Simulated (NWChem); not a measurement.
Program: NWChem. System: SSn, charge 0, spin multiplicity 1, at a geometry optimised with PBE0/def2-SVP with def2 effective core potentials on Sn. The structure started from a generated list of species. Level: B3LYP/def2-QZVP with def2 effective core potentials on Sn, VWN1-RPA local correlation.

The NWChem input:

```
start mol
memory heap 200 mb stack 900 mb global 1100 mb
geometry units angstroms nocenter noautoz
  Sn     0.000000     0.000000     0.538800
  S      0.000000     0.000000    -1.683750
  symmetry group C2v
end
basis spherical
  * library def2-qzvp
end
ecp
  Sn library def2-ecp
end
dft
  xc b3lyp
  semidirect memsize 60000000 filesize 0
  iterations 100
end
task dft energy
```

NWChem printed:

```
             Northwest Computational Chemistry Package (NWChem) 7.3.0
             --------------------------------------------------------

                                NWChem Input Module
                                -------------------

 Scaling coordinates for geometry "geometry" by  1.889725989
 (inverse scale =  0.529177249)

 Turning off AUTOSYM since
 SYMMETRY directive was detected!

                             Geometry "geometry" -> ""
                             -------------------------

 Output coordinates in angstroms (scale by  1.889725989 to convert to a.u.)

  No.       Tag          Charge          X              Y              Z
 ---- ---------------- ---------- -------------- -------------- --------------
    1 Sn                  50.0000     0.00000000     0.00000000     0.53880000
    2 S                   16.0000     0.00000000     0.00000000    -1.68375000

 Effective nuclear repulsion energy (a.u.)     190.4757144720

            Nuclear Dipole moment (a.u.)
            ----------------------------
        X                 Y               Z
 ---------------- ---------------- ----------------
     0.0000000000     0.0000000000    -0.0000000000

      Symmetry information
      --------------------

 Group name             C2v
 Group number             16
 Group order               4
 No. of unique centers     2

      Symmetry unique atoms

     1    2


 Summary of "ao basis" -> "" (spherical)
 ------------------------------------------------------------------------------
       Tag                 Description            Shells   Functions and Types
 ---------------- ------------------------------  ------  ---------------------
 *                         def2-qzvp                  on all atoms

                                 NWChem DFT Module
                                 -----------------

 Summary of "ao basis" -> "ao basis" (spherical)
 ------------------------------------------------------------------------------
       Tag                 Description            Shells   Functions and Types
 ---------------- ------------------------------  ------  ---------------------
 Sn                        def2-qzvp                22       82   7s6p4d4f1g
 S                         def2-qzvp                22       70   9s6p4d2f1g

 Summary of "ao basis" -> "ao basis" (spherical)
 ------------------------------------------------------------------------------
       Tag                 Description            Shells   Functions and Types
 ---------------- ------------------------------  ------  ---------------------
 Sn                        def2-qzvp                22       82   7s6p4d4f1g
 S                         def2-qzvp                22       70   9s6p4d2f1g

      Symmetry analysis of basis
      --------------------------

        a1         62
        a2         18
        b1         36
        b2         36

            General Information
            -------------------
          SCF calculation type: DFT
          Wavefunction type:  closed shell.
          No. of atoms     :     2
          No. of electrons :    38
           Alpha electrons :    19
            Beta electrons :    19
          Charge           :     0
          Spin multiplicity:     1
          Use of symmetry is: on ; symmetry adaption is: on
          Maximum number of iterations: 100
          AO basis - number of functions:   152
                     number of shells:    44
          Convergence on energy requested:  1.00D-06
[...]
 !! scf_movecs_sym_adapt:   72 vectors were symmetry contaminated

 d= 0,ls=0.0,diis    10   -612.6572289017 -1.88D-06  3.60D-06  6.76D-07    11.3

 !! scf_movecs_sym_adapt:   74 vectors were symmetry contaminated

  Symmetry fudging

 !! scf_movecs_sym_adapt:   72 vectors were symmetry contaminated

 d= 0,ls=0.0,diis    11   -612.6572289859 -8.41D-08  4.83D-07  3.35D-08    11.5

         Total DFT energy =     -612.657228985869
      One electron energy =    -1093.986888311304
           Coulomb energy =      441.339016605685
    Exchange-Corr. energy =      -43.818671647932
 Nuclear repulsion energy =       83.809314367683

 Numeric. integr. density =       37.999999845639

     Total iterative time =      8.7s

                  Occupations of the irreducible representations
                  ----------------------------------------------

                     irrep           alpha         beta
                     --------     --------     --------
                     a1               10.0         10.0
                     a2                1.0          1.0
                     b1                4.0          4.0
                     b2                4.0          4.0

                       DFT Final Molecular Orbital Analysis
                       ------------------------------------

 Vector   17  Occ=2.000000D+00  E=-2.665920D-01  Symmetry=a1
              MO Center= -3.8D-16, -6.5D-16, -4.3D-01, r^2= 3.9D+00
   Bfn.  Coefficient  Atom+Function         Bfn.  Coefficient  Atom+Function
  ----- ------------  ---------------      ----- ------------  ---------------
   106      0.355241  2 S  pz                 6     -0.316838  1 Sn s
   103      0.277260  2 S  pz                19     -0.228770  1 Sn pz
     7     -0.222994  1 Sn s                 10      0.210923  1 Sn pz
    94     -0.204998  2 S  pz               109      0.183177  2 S  pz
     3      0.148573  1 Sn s                 22     -0.129163  1 Sn pz

 Vector   18  Occ=2.000000D+00  E=-2.608428D-01  Symmetry=b1
              MO Center= -7.0D-16, -2.3D-30, -1.2D+00, r^2= 2.3D+00
   Bfn.  Coefficient  Atom+Function         Bfn.  Coefficient  Atom+Function
  ----- ------------  ---------------      ----- ------------  ---------------
   104      0.377189  2 S  px               101      0.311512  2 S  px
    92     -0.227853  2 S  px               107      0.187013  2 S  px
    17      0.169643  1 Sn px                20      0.147495  1 Sn px
     8     -0.131183  1 Sn px                98      0.098576  2 S  px
    29     -0.067450  1 Sn d  1              14      0.066780  1 Sn px

 Vector   19  Occ=2.000000D+00  E=-2.608428D-01  Symmetry=b2
              MO Center=  7.0D-30,  2.7D-15, -1.2D+00, r^2= 2.3D+00
   Bfn.  Coefficient  Atom+Function         Bfn.  Coefficient  Atom+Function
  ----- ------------  ---------------      ----- ------------  ---------------
   105      0.377189  2 S  py               102      0.311512  2 S  py
    93     -0.227853  2 S  py               108      0.187013  2 S  py
    18      0.169643  1 Sn py                21      0.147495  1 Sn py
     9     -0.131183  1 Sn py                99      0.098576  2 S  py
    27      0.067450  1 Sn d -1              15      0.066780  1 Sn py

 Vector   20  Occ=0.000000D+00  E=-1.014078D-01  Symmetry=b1
              MO Center=  1.2D-15,  1.0D-30,  2.6D-01, r^2= 4.3D+00
   Bfn.  Coefficient  Atom+Function         Bfn.  Coefficient  Atom+Function
  ----- ------------  ---------------      ----- ------------  ---------------
    20      0.461993  1 Sn px                17      0.322470  1 Sn px
     8     -0.247345  1 Sn px               107     -0.238897  2 S  px
    23      0.233970  1 Sn px               104     -0.198287  2 S  px
   101     -0.192466  2 S  px                14      0.136164  1 Sn px
    92      0.128072  2 S  px                98     -0.055182  2 S  px

 Vector   21  Occ=0.000000D+00  E=-1.014078D-01  Symmetry=b2
              MO Center= -6.5D-31, -2.2D-15,  2.6D-01, r^2= 4.3D+00
   Bfn.  Coefficient  Atom+Function         Bfn.  Coefficient  Atom+Function
  ----- ------------  ---------------      ----- ------------  ---------------
    21      0.461993  1 Sn py                18      0.322470  1 Sn py
     9     -0.247345  1 Sn py               108     -0.238897  2 S  py
    24      0.233970  1 Sn py               105     -0.198287  2 S  py
   102     -0.192466  2 S  py                15      0.136164  1 Sn py
    93      0.128072  2 S  py                99     -0.055182  2 S  py

 Vector   22  Occ=0.000000D+00  E=-3.528315D-03  Symmetry=a1
              MO Center= -4.0D-15, -9.2D-15,  8.2D-01, r^2= 8.8D+00
   Bfn.  Coefficient  Atom+Function         Bfn.  Coefficient  Atom+Function
  ----- ------------  ---------------      ----- ------------  ---------------
    25      0.981224  1 Sn pz                91      0.367381  2 S  s
     6     -0.334934  1 Sn s                 19      0.265013  1 Sn pz
    43      0.220675  1 Sn d  0             109      0.204047  2 S  pz
     5     -0.167194  1 Sn s                 89      0.159389  2 S  s
   103      0.140390  2 S  pz               106      0.132154  2 S  pz

 center of mass
 --------------
 x =   0.00000000 y =   0.00000000 z =   0.12221077

 moments of inertia (a.u.)
 ------------------
         443.676085356715           0.000000000000           0.000000000000
           0.000000000000         443.676085356715           0.000000000000
           0.000000000000           0.000000000000           0.000000000000

     Multipole analysis of the density
     ---------------------------------

     L   x y z        total         alpha         beta         nuclear
     -   - - -        -----         -----         ----         -------
     0   0 0 0      0.000000    -19.000000    -19.000000     38.000000

     1   1 0 0     -0.000000     -0.000000     -0.000000      0.000000
     1   0 1 0     -0.000000     -0.000000     -0.000000      0.000000
     1   0 0 1      1.355624     14.932393     14.932393    -28.509162

     2   2 0 0    -27.150253    -13.575126    -13.575126      0.000000
     2   1 1 0      0.000000      0.000000      0.000000      0.000000
     2   1 0 1      0.000000      0.000000      0.000000      0.000000
     2   0 2 0    -27.150253    -13.575126    -13.575126      0.000000
     2   0 1 1      0.000000      0.000000      0.000000      0.000000
     2   0 0 2    -31.174292   -107.982980   -107.982980    184.791667

 Task  times  cpu:       11.5s     wall:       11.5s

 Total times  cpu:       11.6s     wall:       11.6s
```
